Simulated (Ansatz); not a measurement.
Species: C4H5S, charge 0, multiplicity 2. It need not be the lowest isomer of its formula. SMILES: [CH]1C=CCS1
Structure (B3LYP-D3(BJ)/def2-TZVP (Ansatz, a first-principles code) minimum search):
```
C
C 1 1.3715
H 1 1.0802 2 124.72
H 2 1.0819 1 123.26 3 0.00
C 2 1.3924 4 121.83 1 180.00
H 5 1.0776 2 127.07 4 0.00
C 1 1.4966 3 120.93 2 180.00
H 7 1.0943 1 113.01 3 -61.06
H 7 1.0943 8 107.32 1 -125.26
S 5 1.7369 6 120.00 2 -180.00
```
Charge 0, spin multiplicity 2.

Parts of the frozen-core correlation energy in STO-3G (Ansatz, hartree). Frozen orbitals: 9; correlated occupied orbitals by spin: 14 and 13; virtual: 11 and 12. Open shells are spin-unrestricted. Spin-orbit coupling is left out. Non-relativistic.

| term | value |
|---|---|
| reference (HF) | -545.67834 |
| MP2 opposite-spin | ___ |
| MP2 same-spin | ___ |
| CCSD correlation | -0.28044 |
| (T) | ___ |
| T1 diagnostic | 0.031 |
| largest doubles amplitude | 0.114 |
| <S^2> of the reference | 1.045 |

**Question.** Some entries are withheld; supply them.

**Answer.** 
- MP2 opposite-spin, value: -0.17126
- MP2 same-spin, value: -0.03293
- (T), value: -0.00409
